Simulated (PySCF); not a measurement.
C3H10N (SMILES C[NH+](C)C), charge +1, singlet, geometry from GFN2-xTB, with bond 5-2 at 2.0 times its length; HF/6-31G* (PySCF).

PySCF was given this input:
```python
from pyscf import gto, scf

mol = gto.Mole()
mol.atom = '''
    N    -0.00145735   -0.00078979    0.34907080
    C    -0.00683148    1.40360564   -0.09889597
    C     1.21940542   -0.69518278   -0.09852509
    C    -1.21129590   -0.70773025   -0.10870151
    H     0.00189062    1.47909548   -2.27529923
    H     0.87339726    1.92496286    0.27271406
    H    -0.89547623    1.91583180    0.26530846
    H     1.25459564   -0.71020410   -1.18671739
    H     1.22922597   -1.72074149    0.26595109
    H     2.10574056   -0.18427709    0.27308679
    H    -1.23721663   -0.72306702   -1.19714967
    H    -2.10593863   -0.20601809    0.25545409
    H    -1.21357974   -1.73335144    0.25572399
    H    -0.00574458   -0.00311317    1.37596602
'''
mol.basis = '6-31g*'
mol.charge = 1
mol.verbose = 4
mol.build()

mf = scf.RHF(mol)
mf.kernel()
```

### Question
Predict the main parts of the log of this PySCF run.

### Answer

```
PySCF version 2.14.0

[INPUT] verbose = 4
[INPUT] num. atoms = 14
[INPUT] num. electrons = 34
[INPUT] charge = 1
[INPUT] spin (= nelec alpha-beta = 2S) = 0
[INPUT] symmetry False subgroup None
[INPUT] Mole.unit = angstrom
[INPUT] Symbol           X                Y                Z      unit          X                Y                Z       unit  Magmom
[INPUT]  1 N     -0.001457350000  -0.000789790000   0.349070800000 AA   -0.002753992368  -0.001492486796   0.659648210083 Bohr   0.0
[INPUT]  2 C     -0.006831480000   1.403605640000  -0.098895970000 AA   -0.012909626225   2.652430246495  -0.186886298123 Bohr   0.0
[INPUT]  3 C      1.219405420000  -0.695182780000  -0.098525090000 AA    2.304342278610  -1.313705060714  -0.186185436498 Bohr   0.0
[INPUT]  4 C     -1.211295900000  -0.707730250000  -0.108701510000 AA   -2.289017506809  -1.337416342570  -0.205416083227 Bohr   0.0
[INPUT]  5 H      0.001890620000   1.479095480000  -2.275299230000 AA    0.003572754006   2.795085369282  -4.299692396134 Bohr   0.0
[INPUT]  6 H      0.873397260000   1.924962860000   0.272714060000 AA    1.650481619346   3.637652605359   0.515354883718 Bohr   0.0
[INPUT]  7 H     -0.895476230000   1.915831800000   0.265308460000 AA   -1.692204825758   3.620397402733   0.501360327930 Bohr   0.0
[INPUT]  8 H      1.254595640000  -0.710204100000  -1.186717390000 AA    2.370842156673  -1.342091241543  -2.242570854359 Bohr   0.0
[INPUT]  9 H      1.229225970000  -1.720741490000   0.265951090000 AA    2.322900428503  -3.251730147276   0.502574722630 Bohr   0.0
[INPUT] 10 H      2.105740560000  -0.184277090000   0.273086790000 AA    3.979272947788  -0.348233231132   0.516059241337 Bohr   0.0
[INPUT] 11 H     -1.237216630000  -0.723067020000  -1.197149670000 AA   -2.338000587457  -1.366398637505  -2.262285006413 Bohr   0.0
[INPUT] 12 H     -2.105938630000  -0.206018090000   0.255454090000 AA   -3.979647245842  -0.389317766806   0.482738267500 Bohr   0.0
[INPUT] 13 H     -1.213579740000  -1.733351440000   0.255723990000 AA   -2.293333338921  -3.275559499220   0.483248304581 Bohr   0.0
[INPUT] 14 H     -0.005744580000  -0.003113170000   1.375966020000 AA   -0.010855682901  -0.005883038679   2.600198934508 Bohr   0.0

nuclear repulsion = 145.075361810057
number of shells = 44
number of NR pGTOs = 148
number of NR cGTOs = 76
basis = 6-31g*
ecp = {}

******** <class 'pyscf.scf.hf.RHF'> ********
method = RHF
initial guess = minao
damping factor = 0
level_shift factor = 0
DIIS = <class 'pyscf.scf.diis.CDIIS'>
diis_start_cycle = 1
diis_space = 8
diis_damp = 0
SCF conv_tol = 1e-09
SCF conv_tol_grad = None
SCF max_cycles = 50
direct_scf = True
direct_scf_tol = 1e-13
Set gradient conv threshold to 3.16228e-05
Initial guess from minao.
init E= -174.145139157546
  HOMO = -0.246253868632774  LUMO = -0.0467255629102223  gap/eV = 5.42944
cycle= 1 E= -173.320160003261  delta_E= 0.825  |g|= 0.653  |ddm|= 2.83
  HOMO = -0.592547356771439  LUMO = -0.187811753400542  gap/eV = 11.01342
cycle= 2 E= -173.413251744432  delta_E= -0.0931  |g|= 0.423  |ddm|= 1.03
  HOMO = -0.551360240039706  LUMO = -0.150260165582122  gap/eV = 10.91449
cycle= 3 E= -173.456917416747  delta_E= -0.0437  |g|= 0.059  |ddm|= 0.324
  HOMO = -0.560240327524843  LUMO = -0.148432456811688  gap/eV = 11.20586
cycle= 4 E= -173.458175690699  delta_E= -0.00126  |g|= 0.0152  |ddm|= 0.0904
  HOMO = -0.557364043254408  LUMO = -0.145282528760433  gap/eV = 11.21331
cycle= 5 E= -173.45825316496  delta_E= -7.75e-05  |g|= 0.00406  |ddm|= 0.0174
  HOMO = -0.556933480866217  LUMO = -0.144938106649779  gap/eV = 11.21097
cycle= 6 E= -173.458260278231  delta_E= -7.11e-06  |g|= 0.00119  |ddm|= 0.00614
  HOMO = -0.556755189951112  LUMO = -0.144696060558142  gap/eV = 11.21270
cycle= 7 E= -173.45826109609  delta_E= -8.18e-07  |g|= 0.000405  |ddm|= 0.00213
  HOMO = -0.556756604123347  LUMO = -0.144646151476339  gap/eV = 11.21410
cycle= 8 E= -173.458261186453  delta_E= -9.04e-08  |g|= 0.000111  |ddm|= 0.000787
  HOMO = -0.556726817289791  LUMO = -0.144614916625219  gap/eV = 11.21414
cycle= 9 E= -173.458261193778  delta_E= -7.33e-09  |g|= 2.95e-05  |ddm|= 0.000259
  HOMO = -0.556720738141864  LUMO = -0.144612751468537  gap/eV = 11.21403
cycle= 10 E= -173.4582611943  delta_E= -5.22e-10  |g|= 4.95e-06  |ddm|= 7.27e-05
  HOMO = -0.556720735162481  LUMO = -0.144612737119894  gap/eV = 11.21403
Extra cycle  E= -173.458261194315  delta_E= -1.45e-11  |g|= 1.94e-06  |ddm|= 9.42e-06
converged SCF energy = -173.458261194315
```
